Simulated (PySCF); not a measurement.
NMR data sheet: 6-Chloro-2-Hydroxypyridine

* Formula: C5H4ClNO
* SMILES: Oc1cccc(Cl)n1
* Point group of the computed structure: Cs
* Degrees of unsaturation: 4
* Carbon signals: 5
* Proton signals: 4

Mapped SMILES: `[OH:1][c:2]1[cH:3][cH:4][cH:5][c:6]([Cl:7])[n:8]1`; H(Xn) means a hydrogen on atom n.

Theory: shieldings: GIAO PBE0/pcSseg-1, coordinates at the GFN2-xTB level, in PySCF 2.14.0 with density-fitted response routines (no solvent, non-relativistic, a single conformation).

Scale: TMS for ¹H (σ = 31.72 ppm) and ¹³C (σ = 186.93 ppm); ¹⁵N (σ = 267.73 ppm) vs NH3; ¹⁷O (σ = 336.08 ppm) vs H2O (reference shieldings calculated alike).

| carbon | δC, type | δH (multiplicity) | HMBC from (2–3 bonds) | span of the C tensor (ppm) |
| --- | --- | --- | --- | --- |
| C2 | 168.5, C | – | H(C4), H(C3) | 170 |
| C3 | 109.4, CH | 6.70 (d) | H(C4), H(C5) | 180 |
| C4 | 147.3, CH | 7.84 (m) | H(C5), H(C3) | 246 |
| C5 | 121.2, CH | 6.97 (d) | H(C4), H(C3) | 192 |
| C6 | 160.9, C | – | H(C4), H(C5) | 160 |

Other nuclei:
```
atoms  nucleus                       environment  δ (ppm)  σ (ppm)
H(O1)       ¹H  hydrogen on a phenol-type oxygen     5.72    26.00
   N8      ¹⁵N       pyridine-type ring nitrogen    301.1    -33.4
   O1      ¹⁷O                phenol-type oxygen    155.6    180.5
```

1. Carbon types of the structure: 2 × C, 3 × CH, leaving 1 H on heteroatoms.
2. δC 168.5: aromatic carbon bearing oxygen; an ipso carbon deshielded by its heteroatom.
3. δC 160.9: aromatic carbon bearing chlorine.
4. δC 147.3, 121.2, 109.4: aromatic CH.
5. δH 7.84, 6.97, 6.70: hydrogen on an aromatic CH.
6. δH 5.72: hydrogen on a phenol-type oxygen; exchangeable; this is the value without hydrogen bonding to other molecules.

Exchangeable OH/NH protons stand at their gas-phase positions; hydrogen bonding in a real sample shifts them, mostly to higher δ. Carbons that carry Cl, above all several Cl atoms, come out too deshielded, partly because spin–orbit coupling is missing. Shifts are as computed. Against solution values, carbons near 30 ppm lie about +3 ppm off and those near 130 ppm about +5 ppm; carbons on Cl a further +6 ppm. Of 1211 compounds with measured shifts, 218 miss one by over three times the rms of a fit or turn the order of signals round; such compounds aren't used in these exercises. Experimental scales use liquid or dissolved standards, which lie at an offset from isolated NH3 (liquid NH3: subtract about 20 ppm) and H2O (liquid H2O: subtract about 36 ppm). Unscaled 15N shifts of sp2 nitrogen come out 20 to 40 ppm too high even then. Multiplicities follow the n + 1 count of equivalent neighbours, as no J values were calculated; m marks all less simple cases, F and P coupling included.
